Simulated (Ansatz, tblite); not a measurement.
Removing and adding an electron: C6H12N2O (relaxed from a model of 1-ethyl-3-methylimidazolium hydroxide, whose bonding it doesn't keep). The state is a singlet with charge 0. Geometry: PBE0-D4/def2-SVP. Ansatz, gas phase; energy differences of separate SCF runs; the oxidised species was run as a doublet alone; the reduced species was run as a doublet alone.

Cartesian coordinates in Å:
```
C -2.403 -0.558 0.869
C -1.288 -1.518 0.475
N -0.190 -0.914 -0.245
C -0.356 -0.353 -1.517
C 0.558 0.616 -1.692
N 1.350 0.712 -0.541
C 1.957 1.946 -0.132
C 0.759 -0.111 0.490
H -3.205 -1.090 1.403
H -2.842 -0.078 -0.020
H -2.035 0.241 1.532
H -0.860 -2.002 1.367
H -1.695 -2.333 -0.147
H -1.042 -0.790 -2.239
H 0.809 1.172 -2.594
H 2.692 1.745 0.660
H 1.222 2.685 0.253
H 2.491 2.402 -0.979
H 0.269 0.513 1.279
O 1.682 -0.860 1.213
H 2.126 -1.427 0.566
```

The xTB rows come from tblite. HSE06 is defined as in plane-wave codes, on full-range PBE exchange.

```tsv
level	−HOMO (eV)	vertical IE (eV)	−LUMO (eV)	vertical EA (eV)	HOMO–LUMO gap (eV)	IE − EA (eV)	remarks
GFN1-xTB	9.44	12.46	5.62	2.37	3.81	10.08	–
GFN2-xTB	8.65	11.70	4.72	1.09	3.93	10.61	–
PBE-D4/def2-TZVP	3.80	6.58	-0.08	–	3.88	–	–
PBE-D4/def2-TZVPD	3.88	–	0.28	-0.95	3.60	–	HOMO above zero (-1 doublet)
PBE0-D4/def2-TZVP	4.84	6.68	-1.03	–	5.87	–	–
PBE0-D4/def2-TZVPD	4.89	–	-0.35	-1.16	5.24	–	HOMO above zero (-1 doublet)
HSE06-D4/def2-TZVP	4.45	6.67	-0.65	–	5.09	–	–
```

Relaxing the reduced species (PBE0-D4/def2-SVPD) changes its energy by -0.01 eV at PBE-D4/def2-TZVPD, so the adiabatic electron affinity to this nearest minimum is -0.94 eV. The highest occupied level of the relaxed charge -1 doublet lies above zero (up to 2.24 eV). By energy differences, losing it releases 0.94 eV (each at its own geometry, to the charge 0 singlet, at PBE-D4/def2-TZVPD).     A HOMO above zero means that the electron is unbound at that level or that self-interaction error raises the level; the energy of removing that electron tells which. Raw xTB energy differences between charge states are shifted by several eV; the methods need an empirical correction for them. A negative affinity means that the extra electron isn't bound; its size then hangs on the basis.
